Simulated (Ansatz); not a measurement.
A structure drawn as `C[O][GeH2][Cl]`, with this starting geometry:

Cartesian coordinates in Å:
```
C -1.302 -0.252 -0.207
O -0.119 -0.748 -0.673
Ge 1.192 0.176 0.125
Cl 3.139 -0.626 -0.398
H -2.149 -0.749 -0.742
H -1.482 -0.322 0.865
H -1.425 0.860 -0.499
H 1.067 0.019 1.733
H 1.078 1.643 -0.203
```

The species carries charge 0 and has multiplicity 1.

Question: Does it keep its bonds when Ansatz relaxes it at PBE-D4/def2-SVP and then PBE0-D4/def2-TZVP?

Answer: Yes, every drawn bond is still there and no new one forms.

Question: Give the relaxed structure. (Estimate.)

Answer: Ansatz gave: 
Z-matrix (Å, degrees):
```
C
O 1 1.410
H 1 1.092 2 107.7
H 1 1.098 2 112.2 3 118.8
H 1 1.098 2 112.2 3 -118.8
Ge 2 1.768 1 117.7 3 -179.8
Cl 6 2.134 2 104.6 1 178.9
H 6 1.537 2 110.2 1 62.0
H 6 1.537 2 110.3 1 -64.4
```
All modes are real.

Atoms count as bonded under 1.1 times the sum of their covalent radii (H–H under 0.85 Å, pairs among N, O and F under 1.55 Å), and a drawn bond as lost past 1.3 times.
